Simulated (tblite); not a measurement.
Compound: C4H10F3P3.
Atom-mapped SMILES: `[CH3:1][P:2]([CH3:3])[PH:4][P:5]([CH3:6])[C:7]([F:8])([F:9])[F:10]` (hydrogens: H11, H12, H13 on C1; H14, H15, H16 on C3; H17 on P4; H18, H19, H20 on C6)

Computed with GFN2-xTB (tblite), gas phase: L-BFGS steps from a force-field or distance-geometry start until the largest atomic force falls under 0.01 eV/Å.

Step 0: E = -962.0812 eV
```
atom  x, y, z in Å  |  force x, y, z in eV/Å
C1      2.8073    1.2707   -0.8655   -0.382  -0.877  -0.866
P2      1.8673    0.3008    0.4236   -0.155   1.530   2.369
C3      2.9293   -1.1845    0.9007   -0.805  -0.761  -1.676
P4      0.0164   -0.5022   -0.3359   -0.219  -2.019  -0.812
P5     -1.7893    0.0935    0.6930    1.528   1.598   1.998
C6     -2.6376    1.5807   -0.0210   -0.939   0.077  -0.702
C7     -3.0119   -1.3064    0.5413    0.461  -0.680  -0.742
F8     -3.9466   -0.9727   -0.4056    0.239  -1.001   1.140
F9     -2.3068   -2.4087    0.0939   -1.418   0.794   0.590
F10    -3.5866   -1.6201    1.7700    0.578   0.450  -2.250
H11     2.7055    2.3476   -0.6543    0.074  -0.630  -0.090
H12     3.8547    0.9398   -0.8719   -0.341   0.287  -0.011
H13     2.3281    1.0112   -1.8376    0.549   0.446   0.356
H14     3.0062   -1.7858   -0.0402    0.183   0.051   0.723
H15     2.3890   -1.7910    1.6575    0.390   0.586  -0.449
H16     3.9331   -0.9025    1.2156   -0.368   0.201   0.078
H17    -0.0633   -0.6883   -1.7369   -0.117   0.548   0.315
H18    -2.2882    1.6962   -1.0601   -0.094   0.306   0.396
H19    -2.4753    2.4929    0.5946    0.326  -0.816  -0.438
H20    -3.7367    1.4392   -0.0639    0.513  -0.088   0.072
```

Step 1: E = -962.5927 eV
```
atom  x, y, z in Å  |  force x, y, z in eV/Å
C1      2.8019    1.2582   -0.8779   -0.265  -0.419   0.049
P2      1.8650    0.3227    0.4574   -0.185   0.976   1.530
C3      2.9178   -1.1953    0.8767   -0.333   0.178  -0.570
P4      0.0133   -0.5310   -0.3475   -0.029  -1.661  -0.019
P5     -1.7674    0.1164    0.7215    0.991   1.113   1.310
C6     -2.6510    1.5818   -0.0310   -0.179  -0.071  -0.236
C7     -3.0053   -1.3161    0.5307    0.754   0.328  -0.337
F8     -3.9432   -0.9870   -0.3893   -0.016  -0.722   0.649
F9     -2.3271   -2.3974    0.1023   -0.824   0.051   0.196
F10    -3.5783   -1.6137    1.7378    0.286   0.280  -1.472
H11     2.7065    2.3386   -0.6556    0.073  -0.688  -0.166
H12     3.8498    0.9439   -0.8721   -0.242   0.172  -0.024
H13     2.3360    1.0176   -1.8325    0.223   0.206  -0.149
H14     3.0088   -1.7851   -0.0299    0.140  -0.316  -0.040
H15     2.3946   -1.7827    1.6511    0.249   0.408  -0.381
H16     3.9278   -0.8996    1.2167   -0.711   0.061  -0.110
H17    -0.0649   -0.6805   -1.7324   -0.125   0.601   0.005
H18    -2.2895    1.7006   -1.0545   -0.041   0.279   0.113
H19    -2.4706    2.4813    0.5883    0.248  -0.600  -0.387
H20    -3.7293    1.4380   -0.0629   -0.016  -0.177   0.038
```

Step 2: E = -963.0478 eV
```
atom  x, y, z in Å  |  force x, y, z in eV/Å
C1      2.7907    1.2388   -0.8818   -0.218  -0.133   0.797
P2      1.8580    0.3646    0.5229   -0.159   0.001   0.107
C3      2.9017   -1.1943    0.8473   -0.171   0.916   0.326
P4      0.0110   -0.5986   -0.3533    0.212  -1.046   1.037
P5     -1.7250    0.1633    0.7775    0.232   0.222   0.094
C6     -2.6629    1.5799   -0.0433    0.510  -0.381   0.230
C7     -2.9775   -1.3096    0.5149    0.772   1.393   0.051
F8     -3.9422   -1.0172   -0.3607   -0.277  -0.060  -0.204
F9     -2.3633   -2.3906    0.1125    0.320  -0.963  -0.442
F10    -3.5652   -1.6016    1.6749   -0.193   0.101   0.199
H11     2.7094    2.3119   -0.6616    0.027  -0.322  -0.153
H12     3.8397    0.9514   -0.8729   -0.083  -0.037   0.022
H13     2.3468    1.0272   -1.8352   -0.109  -0.081  -0.441
H14     3.0146   -1.7952   -0.0266    0.021  -0.395  -0.596
H15     2.4053   -1.7655    1.6356   -0.002   0.128  -0.184
H16     3.9021   -0.8963    1.2136   -0.564   0.061  -0.190
H17    -0.0698   -0.6572   -1.7302   -0.132   0.732  -0.279
H18    -2.2914    1.7117   -1.0482    0.046   0.184  -0.254
H19    -2.4604    2.4563    0.5728    0.154  -0.037  -0.149
H20    -3.7266    1.4316   -0.0612   -0.387  -0.283   0.028
```

Problem. Estimate the geometry and energy of step 3. (The exact step hangs on the optimiser's Hessian estimate; all steps are aligned on step 2, rigid shifts and turns removed.)

Solution. E = -963.1903 eV, largest force 1.253 eV/Å
```
atom  x, y, z in Å  |  force x, y, z in eV/Å
C1      2.7834    1.2292   -0.8731   -0.244  -0.135   0.530
P2      1.8534    0.3786    0.5464   -0.182  -0.257  -0.264
C3      2.8923   -1.1824    0.8400   -0.120   0.624   0.112
P4      0.0131   -0.6368   -0.3405    0.241  -0.804   0.931
P5     -1.7071    0.1820    0.7974    0.046  -0.105  -0.222
C6     -2.6607    1.5735   -0.0447    0.424  -0.364   0.187
C7     -2.9579   -1.2882    0.5096    0.482   0.629   0.008
F8     -3.9456   -1.0277   -0.3542   -0.046   0.174  -0.290
F9     -2.3703   -2.4021    0.1094    0.329  -0.418  -0.334
F10    -3.5637   -1.5958    1.6577   -0.073   0.199   0.413
H11     2.7107    2.2993   -0.6656   -0.013  -0.108  -0.090
H12     3.8351    0.9533   -0.8727   -0.075  -0.116   0.073
H13     2.3494    1.0295   -1.8413   -0.088  -0.122  -0.190
H14     3.0168   -1.8032   -0.0327   -0.083  -0.078  -0.331
H15     2.4088   -1.7578    1.6280   -0.110   0.048  -0.086
H16     3.8868   -0.8937    1.2103   -0.353   0.137  -0.154
H17    -0.0734   -0.6384   -1.7331   -0.109   0.753  -0.027
H18    -2.2914    1.7181   -1.0497    0.035   0.106  -0.239
H19    -2.4546    2.4479    0.5658    0.116   0.120  -0.068
H20    -3.7302    1.4253   -0.0601   -0.175  -0.283   0.043
```

The energy changes by -0.1425 eV. The first-order estimate −F·Δx gives -0.1902 eV and the mean of the old and new forces, exact on a quadratic surface, -0.1421 eV. The step makes an angle of 46° with the force vector and moves no atom by more than 0.040 Å.
